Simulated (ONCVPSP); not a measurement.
**Configuration tests for germanium (Ge) (ONCV)**

```
Element                 : germanium (Ge)
Generator               : ONCVPSP 4.0.1
Type                    : optimised norm-conserving Vanderbilt (ONCV)
Functional              : LDA (Perdew-Wang 92)
Relativity              : scalar-relativistic
Frozen core             : [Ne]
Valence charge          : 22
Reference configuration : 3s2 3p6 3d10 4s2 4p1.5 (charge +0.5)
Partial waves           : 3s+4s: rc 1.00 bohr, ncon 4, nbas 7, qcut 13.1 1/bohr, 2 projectors; 3p+4p: rc 1.00 bohr, ncon 4, nbas 8, qcut 12.1 1/bohr, 2 projectors; 3d: rc 0.95 bohr, ncon 4, nbas 9, qcut 13.5 1/bohr, local
Local potential         : the d channel
Core correction         : Teter function, fcfact 2.5, rcfact 1.7
```

Energies are relative to the spin-unpolarised reference configuration 3s2 3p6 3d10 4s2 4p1.5; without spin polarisation the order of configurations can differ from experiment.

(1) Give the all-electron excitation energy and the error of the potential for: 3s2 3p6 3d10 4s2 4p2; 3s2 3p6 3d10 4s2 4p1; 3s2 3p6 3d10 4s2 4p0; 3s2 3p6 3d10 4s1 4p3.

Note: ghosts flagged at negative energy: s at -154.5 eV; no localised positive-energy state flagged. A true bound ghost makes a file unfit for plane-wave use.

## Answers

(1)

| valence configuration | charge | ΔE all-electron (eV) | error AE − PS (meV) |
| --- | --- | --- | --- |
| 3s2 3p6 3d10 4s2 4p2 | 0 | -2.886 | +0.2 |
| 3s2 3p6 3d10 4s2 4p1 | +1 | 4.745 | -0.4 |
| 3s2 3p6 3d10 4s2 4p0 | +2 | 20.455 | -1.8 |
| 3s2 3p6 3d10 4s1 4p3 | 0 | 5.160 | -0.3 |
